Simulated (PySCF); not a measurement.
Start geometry of `FC(C(F)(F)C(=O)[C@@H](C)C#C)(F)F` from GFN2-xTB (Å):
```
atom  x, y, z in Å
C1    -1.6654    1.9790    1.1984
C2    -1.3208    1.2518    0.3133
C3    -0.9115    0.3199   -0.7309
C4    -2.1084   -0.4277   -1.3149
C5     0.0341   -0.6240   -0.0316
O6    -0.1975   -1.7475    0.2977
C7     1.4338   -0.0113    0.3030
F8     1.5130    1.3118    0.0323
F9     1.7255   -0.1585    1.6115
C10    2.5177   -0.7302   -0.5452
F11    3.7136   -0.1669   -0.4178
F12    2.6281   -2.0115   -0.2223
F13    2.1780   -0.6646   -1.8409
H14   -1.9776    2.6425    1.9488
H15   -0.3756    0.8750   -1.5095
H16   -1.7757   -1.1098   -2.0932
H17   -2.8151    0.2808   -1.7379
H18   -2.6049   -1.0023   -0.5371
```

Q: What comes out of this run: PySCF 2.14.0, PBE0-D3(BJ)/def2-SVP geometry optimisation, gas phase?

A: 
```
atom  x, y, z in Å
C1    -1.7668    2.0287    1.2060
C2    -1.3723    1.2549    0.3636
C3    -0.9242    0.2853   -0.6346
C4    -2.0761   -0.5041   -1.2480
C5     0.0759   -0.6504    0.0358
O6    -0.1524   -1.7893    0.3230
C7     1.4855   -0.0822    0.3300
F8     1.4936    1.2597    0.2757
F9     1.8877   -0.4753    1.5408
C10    2.5081   -0.5855   -0.7110
F11    3.6713    0.0210   -0.5525
F12    2.6804   -1.8902   -0.6032
F13    2.0485   -0.3144   -1.9359
H14   -2.1077    2.7201    1.9544
H15   -0.3723    0.8335   -1.4197
H16   -1.6981   -1.2044   -2.0062
H17   -2.7931    0.1806   -1.7197
H18   -2.5949   -1.0845   -0.4740
```

The energy falls by 0.105 eV over 9 energy and gradient evaluations, the largest force component goes from 0.0207 to 4.4e-04 Eh/bohr, and the atoms move by 0.171 Å rms after alignment. The bond that changes most is C1–H14 (terminal alkyne carbon to alkyne hydrogen), which lengthens by 0.025 Å. Bonds longer at the end by more than 0.005 Å: 7 of 17; shorter: 6. Among the angles that change most is C2–C3–C5, from 104.1° to 107.9°. Among the dihedrals that turn most is C3–C5–C7–F9, from 126° to 138°. Rotational constants go from 1328, 602.3, 534.6 to 1310, 595.7, 537.4 MHz. The orientation of the end geometry is arbitrary; only internal coordinates are fixed.

The run used 207 basis functions and 71 SCF cycles in all. The run took about 5 min of CPU time (one thread, shared machine).

Whether it is a minimum is left open (no frequencies). The numbers are those of one conformer.
